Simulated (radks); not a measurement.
Spherical quantum dot in the effective-mass picture: electrons in a well V = -V0 / (1 + exp((r - R)/a)) with V0 = 8.99, R = 3.49, a = 0.39, all in effective atomic units (hartree* = m*/eps^2 hartree, bohr* = eps/m* bohr), one dielectric constant everywhere. Method: non-relativistic Kohn-Sham, LDA (Slater exchange, Perdew-Wang correlation), spin-polarised, spherical densities; computed with a radial shooting solver with Libxc functionals. Levels are named by radial order and angular momentum (1s, 1p, 1d, 2s, ...), and open shells are averaged over m. Results are scaled to m* = 0.25 and eps = 13.6, for which hartree* = 36.78 meV and bohr* = 2.879 nm.

N = 2, configuration 1s2. This is the lowest configuration that the search found. Occupied and some empty levels:

level  occupation  eigenvalue (meV)  <r> (nm)
1s              2           -281.05     4.659
1p              0           -262.87     5.535
1d              0           -240.11     6.154
2s              0           -229.41     5.075

Energy (meV): total -596.397, kinetic 30.033, external -646.23, Hartree 40.650, exchange-correlation -20.855.
